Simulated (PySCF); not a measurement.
A made-up structure of B₂H₃OF, closed shell:

B1  (-0.743, 1.012, 0.477)
O2  (-0.002, 0.008, 0.000)
B3  (0.737, -0.990, -0.479)
F4  (0.128, -2.057, -0.974)
H5  (-1.050, 0.996, 1.634)
H6  (0.337, -1.087, 0.595)
H7  (1.929, -0.941, -0.470)
(Å)

It is relaxed with PBE-D4/def2-SVP and then PBE0-D4/def2-TZVP (PySCF 2.14 with density fitting (its default auxiliary sets; JK sets also for MP2 and CCSD(T))). Atoms count as bonded within 1.22 times the sum of their covalent radii (H–H: 0.88 Å). The end point is not checked to be a true minimum.

Question: Does its bonding change? (A judgement: the text doesn't fix the answer.)

Answer: By the calculation: Yes. Formed: none; broken: O2–B3.

Where it ends: The first stage lowers the energy by 4.00 eV in 39 steps. It ends as a complex of BH₂F ([BH2][F]) + BHO ([BH][O]):
```csv
atom,x (Å),y (Å),z (Å)
B1,-0.9323,1.0071,0.5142
O2,-0.0517,0.1961,0.4507
B3,1.0515,-1.5493,-0.1624
F4,0.1373,-2.0421,-0.9998
H5,-1.7886,1.8044,0.5821
H6,1.0916,-2.0044,0.9454
H7,1.9467,-0.9070,-0.6339
```

Labels in which every atom is bracketed show which atoms are joined, not bond orders.

For scale, one of the runs: PBE0-D4/def2-TZVP relaxation, 142 basis functions, launched by `OMP_NUM_THREADS=2 python run.py`. The run took 3.4 min on 2 CPU threads of an Arm Neoverse V1 (shared host), with 1.4 GiB of host memory at its peak.
